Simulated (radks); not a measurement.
Values are calculated unless marked as measured or tabulated.
Question: Successive ionisation energies (eV) of one element, from differences of total energies of ions in their ground configurations, starting at charge 16: 546.34, 1407.6, 1503.2, 1597.2, 1742.2, 1846.4, 1948.7, 2113.6, 2218.7. Level of theory: scalar-relativistic Kohn-Sham, r2SCAN, spin-polarised, spherical densities, finite nucleus; open shells are filled with parallel spins first; meta-GGA in the generalised Kohn-Sham scheme; Fermi nuclear charge, rms radius 3.7875 fm (a radial shooting solver on a logarithmic mesh with Libxc functionals). Which element is it?

Answer: Cobalt (Z = 27). The first species listed is Co16+ in [Ne] 3s1, the last Co24+ in [He] 2s1.
